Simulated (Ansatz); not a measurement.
Consider the substitution at a C–C bond: `C[CH](Cl)[SnH3]` + HI → `CI` + `Cl[CH2][SnH3]`.

Gas-phase electronic energies from Ansatz, PBE0-D4/def2-TZVP geometries. CCSD(T)/CBS adds triple-zeta CCSD(T) − MP2 to the extrapolated MP2 energy (def2 sets, frozen cores). Functionals use def2-TZVPP. B3LYP here is the variant with VWN-RPA as its local correlation; programs differ in this. def2 core potentials past Kr. For I, Sn outer-core shells are correlated without core-valence functions, which leaves a few kJ/mol of doubt a bond.

`C[CH](Cl)[SnH3]`:

Z-matrix (Å, degrees):
```
C
C 1 1.511
H 1 1.093 2 111.1
H 1 1.094 2 109.8 3 -119.6
H 1 1.092 2 111.5 3 120.5
Cl 2 1.797 1 110.3 3 -57.6
Sn 2 2.167 1 113.8 3 -178.8
H 2 1.090 1 110.8 3 58.4
H 7 1.705 2 107.6 1 59.7
H 7 1.712 2 108.9 1 -59.3
H 7 1.703 2 109.4 1 -179.6
```

HI:

Z-matrix (Å, degrees):
```
I
H 1 1.610
```

`CI`:

```xyz
5

C     0.201   -0.028   -0.103
I    -1.678    0.230    0.863
H     0.019   -0.523   -1.052
H     0.633    0.957   -0.252
H     0.825   -0.636    0.544
```

`Cl[CH2][SnH3]`:

```xyz
8

Cl    2.225   -0.749    0.057
C     0.520   -0.795    0.572
Sn   -0.627    0.709   -0.465
H     0.496   -0.631    1.648
H     0.138   -1.792    0.360
H     0.034    2.235   -0.100
H    -2.251    0.626    0.065
H    -0.537    0.396   -2.137
```

Is it downhill or uphill in electronic energy at CCSD(T)/CBS, and by how much? (Best estimate.)

Ansatz gave: Uphill: ΔE = +8.1 kJ/mol.

What do these levels give: PBE0-D4, r2SCAN, B3LYP, CCSD(T)/def2-TZVPP, HF/def2-QZVPP, CCSD/CBS(def2)? (An estimate is asked.)

Ansatz gave: PBE0-D4 10.7, r2SCAN 9.6, B3LYP 2.6, CCSD(T)/def2-TZVPP 12.0, HF/def2-QZVPP 2.2, CCSD/CBS(def2) 7.7 kJ/mol.

Largest T1 diagnostic among the species: 0.012.

The D4 term adds +5.7 kJ/mol with B3LYP and +3.3 kJ/mol with PBE0; it sums over pairs of atoms, weighted by their polarisabilities, and B3LYP, whose exchange is more repulsive, gets the larger term. In def2-TZVPP, CCSD(T) changes the Hartree–Fock value by +9.2 kJ/mol (the triples alone add +0.4 kJ/mol) and MP2 by +8.7 kJ/mol.
